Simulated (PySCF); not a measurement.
Atom-mapped SMILES (the numbers label the heavy atoms): `[CH3:1][CH2:2][CH2:3][C:4](=[O:5])[c:6]1[cH:7][cH:8][cH:9][cH:10][cH:11]1`; H(Xn) means a hydrogen on atom n.

GIAO shifts from PySCF 2.14 on PBE0-D3(BJ)/def2-SVP geometries (one conformer, non-relativistic, equivalent nuclei averaged), against TMS at the same level and in the same medium; PCM means IEF-PCM chloroform.

Measured (solution, not stated per compound (mostly CDCl3 or CCl4); Pretsch, Buehlmann, Badertscher, Structure Determination of Organic Compounds, 4th ed. (2009)): C3 40.4, C2 17.7, C1 13.8, H(C3) 2.86, H(C2) 1.72, H(C1) 1.02 ppm.

Q: Which unscaled values do PBE0/pcSseg-1, PCM; WP04/pcSseg-1, PCM; wB97X-D/pcSseg-1, PCM give, and how close are they?

A: 
| atoms | measured | PBE0/pcSseg-1, PCM | WP04/pcSseg-1, PCM | wB97X-D/pcSseg-1, PCM |
| --- | --- | --- | --- | --- |
| C3 | 40.4 | 43.5 | 43.5 | 43.2 |
| C2 | 17.7 | 19.7 | 22.4 | 19.2 |
| C1 | 13.8 | 15.3 | 17.0 | 15.3 |
| H(C3) | 2.86 | 2.96 | 2.88 | 2.90 |
| H(C2) | 1.72 | 1.61 | 1.61 | 1.59 |
| H(C1) | 1.02 | 1.09 | 1.06 | 1.09 |

Mean absolute error for ¹³C: PBE0/pcSseg-1, PCM 2.2, WP04/pcSseg-1, PCM 3.7, wB97X-D/pcSseg-1, PCM 1.9 ppm.

Mean absolute error for ¹H: PBE0/pcSseg-1, PCM 0.09, WP04/pcSseg-1, PCM 0.06, wB97X-D/pcSseg-1, PCM 0.08 ppm.
